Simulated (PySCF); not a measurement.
Radial density of Te⁺ (tellurium, charge +1)

UHF, [Kr] 4d10 5s2 5p3, high-spin 4S determinant. Calculation: PySCF 2.14, in def2-SVP with the def2 core potential (28 electrons); scalar relativity through the core potential. This is the valence pseudo-density: the core potential removes the inner electrons and smooths the orbitals near the nucleus.

| r (bohr) | 4πr²ρ (e/bohr) | 4πr²(ρα − ρβ) |
| --- | --- | --- |
| 0.00284 | 1.362e-05 | 0.0000 |
| 0.00478 | 3.821e-05 | 0.0000 |
| 0.00804 | 0.0001056 | 0.0000 |
| 0.0135 | 0.0002798 | 0.0000 |
| 0.0227 | 0.0006619 | 0.0000 |
| 0.0383 | 0.001194 | 0.0000 |
| 0.0644 | 0.001684 | 0.0000 |
| 0.108 | 0.007862 | 0.0001 |
| 0.182 | 0.08918 | 0.0010 |
| 0.306 | 1.367 | 0.0175 |
| 0.515 | 14.84 | 0.2264 |
| 0.866 | 23.39 | 0.0292 |
| 1.46 | 6.094 | 0.7732 |
| 2.45 | 2.369 | 1.4430 |
| 4.12 | 0.2805 | 0.2322 |
| 6.94 | 0.003275 | 0.0031 |

Energies and moments cover only the electrons outside the core potential.
